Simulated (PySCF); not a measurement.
Gas-phase reaction: 3 CH₃GeH₃ + C → Ge₃H₈ + C₄H₁₀ (isobutane)

Energies from PySCF, thermal terms from the rigid-rotor harmonic-oscillator model, ideal gas at 1 bar. † marks an energy on the PBE0/def2-TZVP geometry and frequencies; other levels use their own. MP2 and CCSD(T) freeze the core. 6-31G* has spherical d functions here. Open shells (unrestricted): C (multiplicity 3); the rest are closed-shell singlets. Spin-orbit splitting is ignored; it lowers the true energy and changes the entropy of C. Ge: all electrons, no relativistic terms. MP2 isn't extrapolated to the basis-set limit. CCSD(T) isn't extrapolated to the basis-set limit.

```
level              ΔH°(298 K), kJ
-----------------  --------------
BLYP/def2-TZVP†              -717
CCSD(T)/def2-SVP†             [?]
HF/6-31G*                    -560
M06-2X/def2-TZVP†             [?]
MP2/def2-SVP†                -766
PBE/def2-SVP                  [?]
PBE/def2-TZVP†                [?]
r2SCAN/def2-TZVP†            -760
```

### Question
What belongs in the gaps?

### Answer

- CCSD(T)/def2-SVP†, ΔH°(298 K), kJ: -739
- M06-2X/def2-TZVP†, ΔH°(298 K), kJ: -743
- PBE/def2-SVP, ΔH°(298 K), kJ: -817
- PBE/def2-TZVP†, ΔH°(298 K), kJ: -790
